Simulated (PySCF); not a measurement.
**RhS₂⁺: from structure and modes to constants**

These are results of PySCF, UPBE0, basis Rh def2-TZVP with ECP28, S def2-TZVP (scalar-relativistic core potentials, no spin–orbit coupling, density fitting), not measurements.

The triplet minimum has C2v symmetry. Masses (u): Rh 102.90550, S 31.97207.

```xyz
3
charge 1 multiplicity 3, angstrom
Rh    0.0000    0.0000   -0.7809
S     0.9646    0.0000    1.2567
S    -0.9646    0.0000    1.2567
```

Harmonic wavenumbers (cm⁻¹): 265.4 (b2, ×1), 351.8 (a1, ×1), 693.0 (a1, ×1).

(1) What is the harmonic zero-point energy?

(2) Find the vibrational entropy and heat capacity at 298.15 K.

Results:

(1) Half the sum of all 3 wavenumbers, 1310/2 = 655 cm⁻¹, which is 7.8 kJ/mol (1 cm⁻¹ = 0.0119627 kJ/mol).

(2) With u = 1.43878 ω/T, each mode gives S = R[u/(eᵘ−1) − ln(1−e⁻ᵘ)] and C = R u² eᵘ/(eᵘ−1)².
```
ω (cm⁻¹)      u  S (J/(mol K))  C (J/(mol K))
   265.4  1.281           6.80           7.27
   351.8  1.698           4.84           6.57
   693.0  3.344           1.32           3.53
```
The sums over all modes are S = 13.0 and C = 17.4 J/(mol K); the softest mode gives 52 % of the entropy.

Only a few start shapes were tried, so a lower isomer may exist. Other spin states or occupations of the open shell can lie lower.
